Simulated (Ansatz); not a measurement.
Ansatz results at the PBE0-D4/def2-TZVP geometry: LUMO energy (PBE/def2-TZVPP) -1.77 eV; size of the dipole moment (ωB97M-V/def2-TZVPP) 2.61 D; HOMO–LUMO gap (PBE0/def2-TZVPP) 6.24 eV.

Each molecule was computed in one conformer, which needn't be the lowest.

Which molecule gave them?
A. `C[O][Sn]([CH3])([NH2])[Cl]`
B. `C[N](C)[SnH2][N](C)C`
C. `C[NH][SnH]([Cl])[O]C`
D. `[NH2][Sn]([NH2])([F])[F]`

C. The others give `C[O][Sn]([CH3])([NH2])[Cl]`: -1.70, 1.79, 6.93; `C[N](C)[SnH2][N](C)C`: -0.49, 0.48, 6.23; `[NH2][Sn]([NH2])([F])[F]`: -2.44, 2.43, 6.88.
